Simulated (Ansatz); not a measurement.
Calculated with Ansatz (gas phase, PBE0-D4/def2-TZVP geometries, no zero-point term in ΔE). CCSD(T)/CBS is the MP2 limit (def2-TZVPP, def2-QZVPP) plus CCSD(T) − MP2 in def2-TZVPP, frozen cores. Functionals use def2-TZVPP. For Ga, Zn outer-core shells are correlated without core-valence functions, which leaves a few kJ/mol of doubt a bond. Scalar relativity is left out up to krypton. One conformer a species, not always the lowest.

`[F][GaH][ZnH]` + `NCF` → `[NH2][ZnH]` + `F[CH2][GaH][F]`  (formal exchange of groups at a Zn–Ga bond)

`[F][GaH][ZnH]`:

Cartesian coordinates in Å:
```
F 1.674 -1.027 1.000
Ga 0.447 0.239 0.782
Zn -0.905 -0.127 -1.227
H 0.542 1.289 1.955
H -1.758 -0.374 -2.510
```

`NCF`:

```xyz
7

N    -0.890   -0.065   -0.042
C     0.502   -0.222    0.026
F     1.208    0.993    0.049
H    -1.270    0.414    0.762
H    -1.191    0.398   -0.888
H     0.778   -0.750    0.941
H     0.864   -0.767   -0.848
```

`[NH2][ZnH]`:

```xyz
5

N     0.229    0.785   -0.170
Zn   -0.139   -0.907    0.379
H    -0.486    1.496   -0.125
H     0.782    0.936   -1.000
H    -0.387   -2.310    0.917
```

`F[CH2][GaH][F]`:

Z-matrix (Å, degrees):
```
C
Ga 1 1.980
F 1 1.389 2 111.3
H 1 1.095 2 110.5 3 -120.7
H 1 1.095 2 110.5 3 120.7
F 2 1.764 1 111.5 3 -180.0
H 2 1.554 1 133.4 3 0.0
```

CCSD(T)/CBS gives +21.1 kJ/mol.

Task: Another level gave +28.6 kJ/mol. Which?
A. ωB97X-V/def2-TZVPP
B. revPBE/def2-TZVPP
C. SCS-MP2/def2-TZVPP
D. LC-ωPBE/def2-TZVPP

Result: A. ωB97X-V 28.6, revPBE 35.3, LC-ωPBE 23.6, SCS-MP2/def2-TZVPP 17.1 kJ/mol.

Largest T1 diagnostic among the species: 0.016.

At CCSD(T), def2-SVP lies +36.1 kJ/mol from the extrapolated value and def2-TZVPP +1.2 kJ/mol. In def2-TZVPP, CCSD(T) changes the Hartree–Fock value by −26.4 kJ/mol (the triples alone add −2.3 kJ/mol) and MP2 by −37.1 kJ/mol. From BLYP to BHLYP (50 % exact exchange), in def2-TZVPP and without D4, ΔE moves by +7.9 kJ/mol.
